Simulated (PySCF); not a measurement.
# Reproducing measurements on BrF

**Measured values to compare with.**

From NIST CCCBDB Release 22 (SRD 101), experimental dipoles, for the gas: dipole moment (microwave Stark effect, vibrational ground state) 1.422 ± 0.016 D.

Liu, Meijer, Perez-Rios, Phys. Chem. Chem. Phys. 22 (2020) 24191 lists, for the gas: dipole moment 1.422 D.

The results are set against them at the end.

Species: BrF.
SMILES with atom numbers: `[F:1][Br:2]`

Geometry (PBE0-D3(BJ)/def2-SVP, Å), atoms numbered from 1 in this order:
```
atom  x, y, z in Å
F1    -0.8606    0.1580   -0.1391
Br2    0.8633   -0.1567    0.1249
```

Runs made with PySCF (gas phase, on this PBE0-D3(BJ)/def2-SVP geometry; no spin–orbit coupling):

| level | job | basis functions | wall time |
| --- | --- | --- | --- |
| PBE0-D3(BJ)/def2-SVP, grid level 1 | geometry optimisation from a GFN2-xTB start | 46 | 1.9 s |

Hardware: one thread, Arm Neoverse V1 (aarch64) (shared host).

## Comparison

**Dipole moment.** Measured: 1.422 D (NIST CCCBDB Release 22 (SRD 101), experimental dipoles) and 1.422 D (Liu, Meijer, Perez-Rios, Phys. Chem. Chem. Phys. 22 (2020) 24191). Differences are taken against the first.

```csv
level,computed (D),computed − measured (D),% (from the printed values)
PBE0-D3(BJ)/def2-SVP,1.579,+0.157,+11
```

The computed dipoles belong to one fixed geometry; measured ones are averaged over vibrations unless marked μe. Magnitudes are compared, not signs.

No measured geometry was used, and the causes of the misses weren't examined.
